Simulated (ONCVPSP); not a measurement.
**Transferability test, ONCV potential for W**

* Element: W (Z = 74)
* Generator: ONCVPSP 4.0.1
* Type: optimised norm-conserving Vanderbilt (ONCV)
* Functional: PBEsol
* Relativity: scalar-relativistic
* Frozen core: [Kr] 4d10
* Valence charge: 28
* Reference configuration: 4f14 5s2 5p6 5d4 6s2
* Partial waves: 5s+6s: rc 1.60 bohr, ncon 3, nbas 7, qcut 7.9 1/bohr, 3 projectors, debl 3.4 Ha; 5p: rc 1.65 bohr, ncon 4, nbas 8, qcut 9.2 1/bohr, 2 projectors, debl 2.3 Ha; 5d: rc 2.45 bohr, ncon 3, nbas 6, qcut 6.5 1/bohr, 1 projector; 4f: rc 0.75 bohr, ncon 4, nbas 9, qcut 20.6 1/bohr, 2 projectors, debl 2.3 Ha
* Local potential: polynomial inside 0.70 bohr (lpopt 2, dvloc0 0 Ha)
* Core correction: Teter function, fcfact 2.25, rcfact 1.5

Energies are relative to the spin-unpolarised reference configuration 4f14 5s2 5p6 5d4 6s2; without spin polarisation the order of configurations can differ from experiment.

| valence configuration | charge | ΔE all-electron (eV) | error AE − PS (meV) |
| --- | --- | --- | --- |
| 4f14 5s2 5p6 5d4 6s0 | +2 | 24.621 | -10 |
| 4f14 5s2 5p6 5d3 6s0 | +3 | 50.025 | -11 |

Question: What are ΔE and the potential's error for 4f13 5s2 5p6 5d5 6s1?

Answer: ΔE = 41.865 eV all-electron; the error (AE − PS) is -343 meV.

Question: What are ΔE and the potential's error for 4f14 5s2 5p6 5d4 6s1?

Answer: ΔE = 8.925 eV all-electron; the error (AE − PS) is -3.4 meV.

Levels in the configuration 4f14 5s2 5p6 5d4 6s0:

```json
{"level": "4f", "all-electron (eV)": "-49.327", "pseudo (eV)": "-49.449"}
{"level": "5s", "all-electron (eV)": "-95.192", "pseudo (eV)": "-95.225"}
{"level": "5p", "all-electron (eV)": "-59.323", "pseudo (eV)": "-59.334"}
{"level": "5d", "all-electron (eV)": "-19.906", "pseudo (eV)": "-19.907"}
```

Note: no bound ghost flagged; GHOST(+) flagged for s at 45.3 eV, p at 194.9 eV.
